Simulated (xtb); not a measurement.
xtb input (GFN2-xTB):

```bash
xtb mol.xyz --gfn 2 --ohess tight --chrg 1 --uhf 0
```
mol.xyz:
```
4

F     -0.56901795     1.05754207     0.02668893
C     -0.01279534     0.01758954    -0.00438387
F     -0.61314299    -1.05939273    -0.05757024
F      1.25840583    -0.05026526     0.00174086
```

End of the output:

```
optimized geometry written to: xtbopt.xyz

           -------------------------------------------------
          | TOTAL ENERGY              -15.710874892156 Eh   |
          | TOTAL ENTHALPY            -15.693373369423 Eh   |
          | TOTAL FREE ENERGY         -15.722089384957 Eh   |
          | GRADIENT NORM               0.001469158175 Eh/α |
          | HOMO-LUMO GAP               5.956954144883 eV   |
           -------------------------------------------------

------------------------------------------------------------------------
------------------------------------------------------------------------
 total:
 SCF:
 ANC optimizer:
 analytical hessian:
```
